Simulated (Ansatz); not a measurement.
Isolated molecules relaxed with PBE0-D4/def2-TZVP in Ansatz; ΔE leaves out vibrations. CBS: MP2 limit from def2 TZ/QZ plus the TZ coupled-cluster correction, frozen cores. This one scheme is used for every species. DFT in def2-TZVPP. B3LYP here is the variant with VWN-RPA as its local correlation; programs differ in this. One conformer a species, not always the lowest.

`N=[CH][AlH][OH]` + CH₃SH → `C[S][AlH][OH]` + `C=N`  (ligand exchange at the Al–C bond)

`N=[CH][AlH][OH]`:

```xyz
8

N    -1.042   -1.628    0.265
C    -0.966   -0.458    0.766
Al    0.327    0.875    0.096
O     1.238    0.206   -1.167
H    -0.362   -1.748   -0.492
H    -1.672   -0.264    1.586
H     0.551    2.360    0.598
H     1.926    0.657   -1.652
```

CH₃SH:

Z-matrix (Å, degrees):
```
C
S 1 1.806
H 1 1.089 2 111.5
H 1 1.089 2 111.5 3 -123.8
H 1 1.090 2 106.2 3 118.1
H 2 1.342 1 97.1 3 61.9
```

`C[S][AlH][OH]`:

Cartesian coordinates in Å:
```
C -1.017 1.136 0.909
S -0.651 0.643 -0.807
Al 0.829 -0.908 -0.457
O 1.537 -1.740 -1.747
H -0.444 0.553 1.630
H -0.773 2.191 1.032
H -2.080 0.987 1.097
H 1.258 -1.273 1.014
H 1.340 -1.589 -2.670
```

`C=N`:

Cartesian coordinates in Å:
```
C 0.236 0.262 -0.167
N -0.897 -0.245 0.051
H 1.178 -0.100 0.261
H 0.307 1.127 -0.829
H -0.824 -1.044 0.683
```

```csv
level,ΔE (kcal/mol),difference from CCSD(T)/CBS
revPBE-D4,-27.5,1.1
r2SCAN-D4,-28.9,-0.3
B3LYP-D4,-27.7,0.9
CAM-B3LYP-D4,-27.4,1.2
ωB97M-V,-27.7,0.9
r2SCANh,-29.0,-0.4
RPA@PBE/def2-TZVPP,-26.4,2.2
HF/def2-SVP,-28.9,-0.3
MP2/def2-SVP,-28.7,-0.1
HF/def2-TZVPP,-29.1,-0.5
CCSD(T)/CBS,-28.6,0
```

(1) What do rigid-rotor, harmonic-oscillator terms from PBE0-D4/def2-TZVP frequencies (298.15 K, 1 bar) make of the CCSD(T)/CBS value? (Best estimate.)

Largest T1 diagnostic among the species: 0.013.

Answers

(1) Computed: ΔZPE = +1.5 kcal/mol, ΔH = -26.9 kcal/mol, ΔS = 1 J/(mol·K), ΔG = -26.9 kcal/mol.

Leaving LDA and LC-ωPBE aside and taking each functional with its dispersion term where it has one, the values, not all of them listed here, spread over 2.6 kcal/mol, from r2SCAN0-D4 to BLYP-D4. At CCSD(T), def2-SVP lies +0.8 kcal/mol from the extrapolated value and def2-TZVPP +0.6 kcal/mol. From PBE to PBE0 (25 % exact exchange), in def2-TZVPP and without D4, ΔE moves by −0.9 kcal/mol.
